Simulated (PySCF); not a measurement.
**Rotational lines of GaH**

Lines J+1 ← J of the vibrational ground state, computed from RHF-CCSD(T) constants of GaH, ¹Σ⁺ (singlet), closed shell (PySCF, no relativity, basis sets Ga def2-SVPD, H def2-SVPD; masses 68.9256 and 1.0078 u), in MHz:

```
J  ν (MHz)
5  2154884
6  2510277
7  2863938
8  3215619
9  3565072
```

Find B0 and the effective bond length r0; with αe = 0.189 cm⁻¹, find Re.

ν = 2B0(J+1) − 4D(J+1)³ gives B0 = 6.0147 cm⁻¹. With the reduced mass μred = 0.99330 u, r0 = √(16.8576/(μred·B0)) (u, cm⁻¹, Å) = 1.6798 Å. Be = B0 + αe/2 = 6.1092 cm⁻¹ gives Re = 1.667 Å.

Correlated steps freeze 9 core orbitals. Correlated levels converge slowly with the basis: in double zeta they bind strong bonds too weakly, by up to about 1 eV, and carry superposition errors of some tenths. Where the molecule has an RHF reference, its open-shell atoms are computed with UHF.
